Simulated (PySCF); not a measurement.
## MRb cations for M along the alkali metals

CCSD(T) with double-zeta basis sets in PySCF, for the lowest determinant that a PBE0 search found; no spin–orbit coupling. De refers to high-spin ground-configuration atoms (the charge goes to the atom of lower measured ionisation energy or higher electron affinity, which is not always the lowest computed limit).

```tsv
M	basis	reference, frozen orbitals	charged atom	state (unpaired electrons)	Re (Å)	ωe (cm⁻¹)	De (eV)
Li	def2-SVPD	UHF, 0	Rb+	doublet (σ ↑)	4.155	126	0.45
Na	def2-SVPD	UHF, 1	Rb+	doublet (σ ↑)	4.357	70.7	0.47
K	def2-SVP	UHF, 5	Rb+	doublet (σ ↑)	4.813	52.0	0.71
Rb	def2-SVPD	UHF, 0	Rb+	doublet (σ ↑)	5.040	39.2	0.65
Cs	def2-SVP	UHF, 0	Cs+	doublet (σ ↑)	5.264	34.3	0.51
```

(1) By what factor does the bond length vary along the series?

The rows differ in basis set, which adds steps of its own.

Down a group the atoms grow and get heavier, so bonds lengthen and wavenumbers fall; this series shows no clear exception.

Correlated steps freeze the inner cores (0 to 5 orbitals); shallow outer-core shells are correlated. Weak bonds: RbLi⁺, RbNa⁺. Basis-set superposition, not corrected here, can be much of De in a small basis, most of all at correlated wavefunction levels. Spin–orbit coupling is left out. For an ion De counts to the pair picked by the measured ionisation energies or electron affinities, which need not be the lowest pair at this level. States were picked by a PBE0 search and need not be the measured ground states.

Answers

(1) At CCSD(T) it runs from 4.155 Å (RbLi⁺) to 5.264 Å (CsRb⁺), a factor of 1.27.
